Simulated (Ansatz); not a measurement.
`BCCB` + HI → `BCCI` + BH₃  (substitution at a C–B bond)

Program: Ansatz. Geometries: PBE0-D4/def2-TZVP. ΔE: electronic, gas phase. CCSD(T)/CBS adds triple-zeta CCSD(T) − MP2 to the extrapolated MP2 energy (def2 sets, frozen cores). This one scheme is used for every species. DFT in def2-TZVPP. B3LYP here is the variant with VWN-RPA as its local correlation; programs differ in this. def2 core potentials past Kr. For I outer-core shells are correlated without core-valence functions, which leaves a few kJ/mol of doubt a bond. Each species was taken in one conformer, which may not be the lowest.

Is it downhill or uphill in electronic energy at CCSD(T)/CBS, and by how much? (An estimate is asked.)

Computed: Uphill: ΔE = +52.4 kJ/mol.

What do these levels give: PBE-D4, r2SCAN-D4, PBE0-D4, ωB97X-V, B3LYP, HF/def2-TZVPP? (Best estimate.)

Computed: PBE-D4 79.6, r2SCAN-D4 72.3, PBE0-D4 73.7, ωB97X-V 55.2, B3LYP 46.1, HF/def2-TZVPP 0.0 kJ/mol.

Largest T1 diagnostic among the species: 0.011.

In def2-TZVPP, CCSD(T) changes the Hartree–Fock value by +56.0 kJ/mol (the triples alone add +7.4 kJ/mol) and MP2 by +61.2 kJ/mol. From PBE to PBE0 (25 % exact exchange), in def2-TZVPP and without D4, ΔE moves by −5.5 kJ/mol.
